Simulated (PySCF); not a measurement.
**Electron correlation in Ru²⁺ (ruthenium, charge +2)**

[Kr] 4d5 5s1, high-spin 7S determinant (an excited configuration). Computed with PySCF 2.14 in x2c-TZVPPall with one added diffuse shell each of s, p, d, f type (9s7p7d3f1g, 95 functions), with scalar relativity by spin-free X2C-1e. Frozen: [Ar] 3d10; 14 electrons correlated.

```
  level  correlation energy (mhartree)
   CCSD                        -380.84
    (T)                          -8.60
CCSD(T)                        -389.44
```

Diagnostics: T1 = 0.0047, D1 = 0.0220, largest double amplitude 0.021.

Is a single reference adequate?

Yes, within this model without spin-orbit coupling: T1 lies below 0.03 and no double amplitude reaches 0.07.

This basis was not built for core-valence correlation, so the inner-shell part is incomplete.
